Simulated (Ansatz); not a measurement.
Reaction (ligand exchange at the Si–Te bond): `O[SiH2][TeH]` + `[SiH3][SeH]` → `O[SiH2][Se][SiH3]` + H₂Te

Gas-phase electronic energies from Ansatz, PBE0-D4/def2-TZVP geometries. CCSD(T)/CBS adds triple-zeta CCSD(T) − MP2 to the extrapolated MP2 energy (def2 sets, frozen cores). Functionals use def2-TZVPP. B3LYP here is the variant with VWN-RPA as its local correlation; programs differ in this. def2 core potentials past Kr. For Se, Te outer-core shells are correlated without core-valence functions, which leaves a few kJ/mol of doubt a bond. Scalar relativity is left out up to krypton. One conformer a species, not always the lowest.

```tsv
level	ΔE (kcal/mol)
B3LYP-D4	-2.8
PBE0	-2.0
B3LYP	-1.6
MP2/def2-TZVPP	-3.1
SCS-MP2/def2-TZVPP	-3.0
MP2/def2-QZVPP	-2.7
SCS-MP2/def2-QZVPP	-2.6
MP2/CBS(def2)	-2.5
```

**Question.** What does CCSD(T)/CBS give? (Estimate.)

**Answer.** Ansatz gave: -2.7 kcal/mol. The listed levels differ from it by -0.1, 0.7, 1.1, -0.4, -0.3, 0.0, 0.1, 0.2 kcal/mol.

Largest T1 diagnostic among the species: 0.011.

The D4 term adds −1.2 kcal/mol with B3LYP and −0.7 kcal/mol with PBE0; it sums over pairs of atoms, weighted by their polarisabilities, and B3LYP, whose exchange is more repulsive, gets the larger term. In def2-TZVPP, CCSD(T) changes the Hartree–Fock value by −1.0 kcal/mol (the triples alone add −0.1 kcal/mol) and MP2 by −0.8 kcal/mol.
